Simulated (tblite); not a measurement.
Species: B2H5O2 (charge -1).
Atom-mapped SMILES: `[BH3-:1][B:2]([OH:3])[OH:4]` (hydrogens: H5, H6, H7 on B1; H8 on O3; H9 on O4)

Computed with GFN2-xTB (tblite), gas phase: Langevin dynamics at 300 K from the optimised GFN2-xTB geometry, time step 0.5 fs, friction 0.01 fs⁻¹, 2000 steps.

Start geometry:
```
atom  x, y, z in Å
B1      0.995   -0.233    0.096
B2     -0.648    0.151   -0.085
O3     -1.702   -0.780   -0.134
O4     -1.173    1.454   -0.173
H5      1.272   -1.362   -0.333
H6      1.307   -0.217    1.293
H7      1.739    0.578   -0.474
H8     -1.331   -1.659   -0.074
H9     -0.447    2.075   -0.141
```

The statistics below take the 31 frames saved every 25 fs from 250 to 1000 fs; their kinetic temperature (all 3N coordinates) averages 305 K.

Problem. How do the bond lengths spread?

Solution. 
```json
{"bond": "B1–B2", "start (Å)": "1.697", "mean (Å)": "1.706", "standard deviation (Å)": "0.038", "shortest (Å)": "1.631", "longest (Å)": "1.784"}
{"bond": "B2–O3", "start (Å)": "1.407", "mean (Å)": "1.412", "standard deviation (Å)": "0.046", "shortest (Å)": "1.333", "longest (Å)": "1.540"}
{"bond": "B2–O4", "start (Å)": "1.407", "mean (Å)": "1.416", "standard deviation (Å)": "0.037", "shortest (Å)": "1.336", "longest (Å)": "1.484"}
{"bond": "B1–H5", "start (Å)": "1.240", "mean (Å)": "1.249", "standard deviation (Å)": "0.042", "shortest (Å)": "1.165", "longest (Å)": "1.336"}
{"bond": "B1–H6", "start (Å)": "1.237", "mean (Å)": "1.243", "standard deviation (Å)": "0.050", "shortest (Å)": "1.148", "longest (Å)": "1.366"}
{"bond": "B1–H7", "start (Å)": "1.239", "mean (Å)": "1.251", "standard deviation (Å)": "0.056", "shortest (Å)": "1.145", "longest (Å)": "1.399"}
{"bond": "O3–H8", "start (Å)": "0.956", "mean (Å)": "0.959", "standard deviation (Å)": "0.023", "shortest (Å)": "0.924", "longest (Å)": "1.006"}
{"bond": "O4–H9", "start (Å)": "0.956", "mean (Å)": "0.956", "standard deviation (Å)": "0.024", "shortest (Å)": "0.907", "longest (Å)": "1.001"}
```

Problem. Give the same statistics for bond angles, one of each kind.

Solution. 
```
   angle  start (°)  mean (°)  standard deviation (°)  smallest (°)  largest (°)
B2–B1–H5      112.7     112.4                     5.7         100.7        126.0
B2–B1–H6      110.1     111.8                     5.9         101.3        123.5
H5–B1–H6      106.8     105.8                     5.5          97.4        116.3
B1–B2–O3      125.4     125.2                     5.8         110.7        134.4
O3–B2–O4      109.3     109.2                     2.6         105.1        114.6
B2–O3–H8      108.4     108.4                     6.0          96.5        118.9
```

Problem. How far does each atom move about its mean position (frames aligned on the start, all atoms weighted alike), and what rms force does it feel?

Solution. 
| atom | rms displacement (Å) | rms force (eV/Å) |
| --- | --- | --- |
| B1 | 0.07 | 1.24 |
| B2 | 0.10 | 1.53 |
| O3 | 0.18 | 1.49 |
| O4 | 0.18 | 1.61 |
| H5 | 0.91 | 0.79 |
| H6 | 0.91 | 0.81 |
| H7 | 0.90 | 0.83 |
| H8 | 0.29 | 1.09 |
| H9 | 0.32 | 1.21 |

The displacements run from 0.07 to 0.91 Å.

The run is classical and short, so these are rough statistics of one trajectory.

What follows is the cost of the whole dynamics run. On an Intel Xeon at 2.50 GHz with one thread, shared host with 64 logical CPUs at a one-minute load of 59, this took 16 s of wall time and 0.18 GiB of memory at its peak.
